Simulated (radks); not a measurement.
Problem. In26+, 23 electrons, occupied as [Ar] 3d5. Method: scalar-relativistic Kohn-Sham, r2SCAN, spin-polarised, spherical densities, finite nucleus; open shells are filled with parallel spins first (spin-orbit coupling, left out, can overturn this in heavy ions); meta-GGA in the generalised Kohn-Sham scheme; Fermi nuclear charge, rms radius 4.6156 fm; computed with a radial shooting solver on a logarithmic mesh with Libxc functionals. Some entries of the table are withheld. Estimate them.

| orbital | occ. | eigenvalue (hartree) | <r^2> (bohr^2) |
|---|---|---|---|
| 1s up | 1 | -1061.067 | 0.001195 |
| 1s down | 1 | -1061.066 | 0.001195 |
| 2s up | 1 | -192.3254 | 0.01929 |
| 2s down | 1 | -191.6118 | 0.01919 |
| 2p up | 3 | -176.6214 | (1) |
| 2p down | 3 | -176.0914 | (2) |
| 3s up | 1 | -63.42786 | 0.1232 |
| 3s down | 1 | -62.67733 | 0.1245 |
| 3p up | 3 | (3) | 0.1205 |
| 3p down | 3 | (4) | 0.1220 |
| 3d up | 5 | -50.99532 | (5) |
| 3d down | 0 | -49.98968 | (6) |

Solution. 
(1) 2p up <r^2> (bohr^2): 0.01521
(2) 2p down <r^2> (bohr^2): 0.01512
(3) 3p up eigenvalue (hartree): -58.28838
(4) 3p down eigenvalue (hartree): -57.48966
(5) 3d up <r^2> (bohr^2): 0.09942
(6) 3d down <r^2> (bohr^2): 0.1013
